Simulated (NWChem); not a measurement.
System: CH₂F₂O₂Si; SMILES [Si]1(OCO1)(F)F

The following NWChem deck was run.

```
start job
memory heap 200 mb stack 900 mb global 1100 mb
geometry units angstroms noautoz
  F      0.000000    -1.263413     1.342291
  Si     0.000000     0.000000     0.372723
  F      0.000000     1.263413     1.342291
  O     -1.104788     0.000000    -0.864970
  C      0.000000     0.000000    -1.771886
  O      1.104788     0.000000    -0.864970
  H      0.000000    -0.909155    -2.395358
  H      0.000000     0.909155    -2.395358
end
basis spherical
  * library def2-svp
end
dft
  xc r2scan0
  iterations 150
  mulliken
end
task dft energy
```

All runs use the structure optimised with PBE0/def2-SVP.

Problem. Give the results of this calculation. (r2SCAN0/def2-SVP.) Quantities: energy (Ha); highest occupied level (eV); orbital gap (eV); dipole (D).

Solution. 
- energy (Ha) = -678.45
- highest occupied level (eV) = -9.36
- orbital gap (eV) = 10.44
- dipole (D) = 1.53
